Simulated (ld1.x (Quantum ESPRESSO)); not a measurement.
Transferability test, ultrasoft potential for aluminium (Al)

aluminium, ultrasoft, made with ld1.x (Quantum ESPRESSO) 7.5 (LDA (PZ), scalar-relativistic). Core [Ne], reference 3s2 3p1. Waves: 3s (bound): rcut 1.70, rcutus 1.80 bohr; 3s channel at 0.6 Ry: rcut 1.70, rcutus 1.80 bohr; 3p (bound): rcut 1.75, rcutus 2.25 bohr; 3p channel at 1.45 Ry: rcut 1.75, rcutus 2.25 bohr. Local part: all-electron potential smoothed inside 2.10 bohr (lloc = -2). Core correction: none. Augmentation charge: built from norm-conserving waves at rcut, not smoothed further.

Energies are relative to the spin-unpolarised reference configuration 3s2 3p1; without spin polarisation the order of configurations can differ from experiment. Spin-polarised rows fill each open shell by Hund’s rule, majority spin first.

| valence configuration | charge | ΔE all-electron (eV) | error AE − PS (meV) |
| --- | --- | --- | --- |
| 3s2 3p0 | +1 | 5.847 | +2.2 |
| 3s2 3p0.5 | +0.5 | 2.125 | +0.2 |
| 3s0 3p3 | 0 | 10.505 | +37 |
| 3s2 3p1.3 | -0.3 | -0.598 | +0.1 |
| 3s1 3p2 | 0 | 5.155 | +8.0 |
| 3s1 3p1 | +1 | 11.666 | +19 |
| 3s2 3p1 (spin-polarised) | 0 | -0.136 | +6.4 |
| 3s1 3p0 (spin-polarised) | +2 | 24.797 | +214 |

What are ΔE and the potential's error for 3s1 3p0?

ΔE = 25.224 eV all-electron; the error (AE − PS) is +80 meV.

Levels in the configuration 3s0 3p3:

```tsv
level	all-electron (eV)	pseudo (eV)
3p	-3.945	-3.936
```
